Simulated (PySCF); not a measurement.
## Calcium: a sound run and one with changed settings

Sound run: Ca [Ar] 4s2, Ca+ [Ar] 4s1. All numbers are calculated (PySCF 2.14, scalar relativity by spin-free X2C-1e, in x2c-TZVPall (6s5p3d, 36 functions)). In the sound run the correlated levels freeze [Ar]. The sound run starts from symmetry-adapted Hartree-Fock orbitals and uses a fine grid where one is needed.

Changed run: the non-relativistic Hamiltonian (point nucleus). This setting is unsound on purpose.

| species | method | sound run (hartree) | changed run (hartree) | converged |
| --- | --- | --- | --- | --- |
| Ca | UHF | -679.62020 | -676.06919 | yes |
| Ca | B3LYP | -680.46720 | -676.91844 | yes |
| Ca | PBE | -680.22392 | -676.67594 | yes |
| Ca | MP2 | -679.63866 | -676.08772 | yes |
| Ca | CCSD(T) | -679.64840 | -676.09757 | yes |
| Ca+ | UHF | -679.43136 | -675.88122 | yes |
| Ca+ | B3LYP | -680.24048 | -676.69279 | yes |
| Ca+ | PBE | -679.99986 | -676.45287 | yes |

Ionisation energy of Ca:

```
 method  sound run (eV)  changed run (eV)
    UHF           5.139             5.115
  B3LYP           6.169             6.140
    PBE           6.097             6.070
    MP2           5.641             5.619
SCS-MP2           5.742             5.720
   CCSD           5.906             5.887
CCSD(T)           5.906             5.887
  CCSDT           5.906             5.887
    FCI           5.906             5.887
```

Most of the change in total energy is the relativistic energy itself. On top of that the contraction fixes the core shape for the Hamiltonian it was made with, so the changed run is not a good calculation with the other Hamiltonian either.

For comparison, NIST gives 6.113 eV between the lowest levels.
